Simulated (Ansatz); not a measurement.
H2Sb (SMILES [SbH2]) moved off its minimum; all values from Ansatz (a first-principles code), cores frozen in correlated methods. Open shells are unrestricted. Elements past Kr take the def2 small-core potentials, without spin–orbit coupling.
(charge 0, multiplicity 2)
```xyz
3

Sb     0.0575     0.1574    -0.0833
H     -1.1888    -1.2975    -0.0969
H      1.0894    -1.2417    -0.2081
```

Q: Give the forces (eV/Å), the total energy and the dipole at CCSD(T)/def2-TZVPPD.

A: 
| atom | Fx | Fy | Fz |
|---|---|---|---|
| Sb1 | -1.009 | -2.057 | -0.057 |
| H2 | 0.787 | 1.570 | 0.043 |
| H3 | 0.221 | 0.486 | 0.014 |
Energy -240.5339 hartree, dipole 0.80 D.
